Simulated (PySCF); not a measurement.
Choosing a basis for TDDFT

CH2BrF.
SMILES with atom numbers: `[F:1][CH2:2][Br:3]` (hydrogens: H4, H5 on C2)

Structure used (PBE0-D3(BJ)/def2-SVP), in Å, numbered top down from 1:
```
atom  x, y, z in Å
F1     0.4010    1.3012   -0.2045
C2    -0.1434    0.0906   -0.0107
Br3    1.2236   -1.2724    0.1678
H4    -0.7229    0.0760    0.9227
H5    -0.7583   -0.1954   -0.8752
```

TDDFT with PBE0 (PySCF), vertical singlets, core orbitals frozen in the response, spherical d and f functions. Isolated species at its PBE0-D3(BJ)/def2-SVP geometry, gas phase. Relativistic effects, spin–orbit coupling among them, are left out although an element past zinc is present.

Q: Compare 6-31G*, def2-SVP, def2-SVPD, aug-cc-pVDZ, def2-TZVP, def2-TZVPD and aug-cc-pVTZ for this molecule.

A: 

```
      basis  functions  diffuse  S1 (eV)  S2 (eV)  S3 (eV)  S4 (eV)  S5 (eV)  LUMO (eV)  α (au)
     6-31G*         64       no     6.45     6.76     8.89     9.14     9.49       0.01    26.7
   def2-SVP         70       no     6.54     6.86     8.90     9.10     9.19       0.15    26.4
  def2-SVPD        100      yes     6.22     6.56     7.76     8.12     8.42      -0.47    37.3
aug-cc-pVDZ        100      yes     6.21     6.55     7.21     7.57     8.02      -0.54    36.5
  def2-TZVP        122       no     6.38     6.72     8.45     8.79     9.01      -0.16    32.8
 def2-TZVPD        152      yes     6.20     6.55     7.47     7.83     8.11      -0.48    37.9
aug-cc-pVTZ        197      yes     6.19     6.54     7.18     7.53     7.96      -0.54    37.8
```

States are compared by their number. Against the largest diffuse basis here (aug-cc-pVTZ, itself not a converged limit), sets without diffuse functions differ by up to 0.35 eV in S1 and 1.53 eV in S5; the smaller diffuse sets differ by up to 0.03 and 0.46 eV. State by state, the largest deviation of a set without diffuse functions is S1 0.35, S2 0.32, S3 1.72, S4 1.61, S5 1.53 eV. The same number needn't mean the same state in each row. Against aug-cc-pVTZ the polarisability deviates by -29% in 6-31G*, -30% in def2-SVP, -1% in def2-SVPD, -4% in aug-cc-pVDZ, -13% in def2-TZVP, 0% in def2-TZVPD.
